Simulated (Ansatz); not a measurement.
**Ligand exchange: C3H8Cd + CHClF2 → C2H5CdCl + C2H4F2**

Species: C3H8Cd `C[CH2][Cd][CH3]`, singlet; CHClF2 (difluorochloromethane) `FC(F)Cl`, singlet; C2H5CdCl `C[CH2][Cd][Cl]`, singlet; C2H4F2 (1,1-difluoroethane) `CC(F)F`, singlet. The partners trade CH3 for Cl: Cd–CH3 and C–Cl bonds give way to Cd–Cl and C–CH3.

Shapes, held fixed at every level: PBE0-D4/def2-TZVP. Programs: Ansatz 0.2.0. Electronic energies: no zero-point or thermal term.

```csv
level,kind,ΔE (kJ/mol),less CCSD(T)/def2-TZVPP,CPU time (sum over the molecules)
HF/def2-SVP,Hartree–Fock,-257.5,-61.3,–
B3LYP-D4/def2-TZVPP,global hybrid,-201.7,-5.5,49 s
BHLYP-D4/def2-TZVPP,global hybrid,-219.6,-23.4,36 s
PBE0-D4/def2-TZVPP,global hybrid,-199.3,-3.1,33 s
CCSD(T)/def2-SVP,coupled cluster or CI,-211.1,-14.9,1.8 min
CCSD/def2-SVP,coupled cluster or CI,-216.5,-20.3,–
CCSD(T)/def2-TZVPP,coupled cluster or CI,-196.2,0.0,49 min
```

The highest level, CCSD(T)/def2-TZVPP, gives ΔE = -196.2 kJ/mol; the levels span -257.5 to -196.2. The column of differences is taken from that level and isn't an error. No measured value is set beside it here. For atoms past krypton def2 sets carry core potentials with scalar relativity. Outer-core shells of Cd are correlated, in sets that cover them unevenly. CCSD(T)/def2-TZVPP lies outside the range of all other levels here, so it shouldn't be taken on trust. Times are processor times on shared x86 and Arm servers, and rough.
